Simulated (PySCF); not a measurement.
# Radial density of Cl (chlorine, neutral)

UHF, [Ne] 3s2 3p5, 2P determinant. Calculation: PySCF 2.14, in aug-cc-pV(T+d)Z; the non-relativistic Hamiltonian (point nucleus).

| r (bohr) | 4πr²ρ (e/bohr) | 4πr²(ρα − ρβ) |
| --- | --- | --- |
| 0.00190 | 0.1365 | 0.0000 |
| 0.00319 | 0.3697 | 0.0000 |
| 0.00537 | 0.9712 | 0.0000 |
| 0.00903 | 2.428 | 0.0001 |
| 0.0152 | 5.573 | 0.0003 |
| 0.0255 | 11.11 | 0.0009 |
| 0.0430 | 17.56 | 0.0036 |
| 0.0723 | 19.25 | 0.0158 |
| 0.122 | 14.29 | 0.0573 |
| 0.204 | 15.24 | 0.1243 |
| 0.344 | 19.17 | 0.0921 |
| 0.579 | 8.606 | 0.0049 |
| 0.973 | 3.721 | 0.3985 |
| 1.64 | 4.143 | 0.6099 |
| 2.75 | 1.107 | 0.1599 |
| 4.63 | 0.06141 | 0.0059 |
| 7.79 | 0.0001298 | 0.0000 |
